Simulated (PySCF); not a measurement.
## Shapes and spin states of RuNCl₂

Method: PBE0/[Ru def2-TZVP with ECP28, N def2-TZVP, Cl def2-TZVP], scalar-relativistic core potentials, density fitting, no spin–orbit coupling, PySCF.

Relaxations began from a few typed shapes and spin states; open shells are unrestricted. The search is not exhaustive: other isomers or separated fragments can lie lower, and high-lying points may rest on an excited occupation.

```json
{"spin": "doublet", "group": "C2v", "bonds": "Ru–Cl 2.213 Å (×2), Ru–N 1.564 Å", "angles": "Cl–Ru–Cl 125.7°, Cl–Ru–N 117.1° (×2)", "imaginary modes (cm⁻¹)": "none", "ΔE (kJ/mol)": "0.0", "ΔE with ZPE (kJ/mol)": "0.0"}
{"spin": "doublet", "group": "C2v", "bonds": "Ru–Cl 2.239 Å (×2), Ru–N 1.562 Å", "angles": "Cl–Ru–Cl 122.5°, Cl–Ru–N 118.8° (×2)", "imaginary modes (cm⁻¹)": "none", "ΔE (kJ/mol)": "12.2", "ΔE with ZPE (kJ/mol)": "12.3"}
{"spin": "quartet", "group": "C2v", "bonds": "Ru–Cl 2.224 Å (×2), Ru–N 1.638 Å", "angles": "Cl–Ru–Cl 138.7°, Cl–Ru–N 110.6° (×2)", "imaginary modes (cm⁻¹)": "none", "ΔE (kJ/mol)": "114.3", "ΔE with ZPE (kJ/mol)": "113.1"}
{"spin": "quartet", "group": "Cs", "bonds": "Ru–Cl 2.237 Å, Ru–Cl 2.270 Å, Ru–N 1.657 Å", "angles": "Cl–Ru–Cl 100.6°, Cl–Ru–N 124.7°, Cl–Ru–N 134.7°", "imaginary modes (cm⁻¹)": "none", "ΔE (kJ/mol)": "226.0", "ΔE with ZPE (kJ/mol)": "223.6"}
```

The lowest minimum found is the doublet C2v: Ru–Cl 2.213 Å (×2), Ru–N 1.564 Å; Cl–Ru–Cl 125.7°, Cl–Ru–N 117.1° (×2).

Formally Ru is in oxidation state +5, d3, with 1 unpaired electron (the high-spin count would be 3). The Mulliken spin on Ru is 0.95. The polar-tensor charge on Ru, 1.28, is far below the formal one.

For the lowest minimum: open d and f shells are described by one determinant, and the ground state may have another occupation or spin.
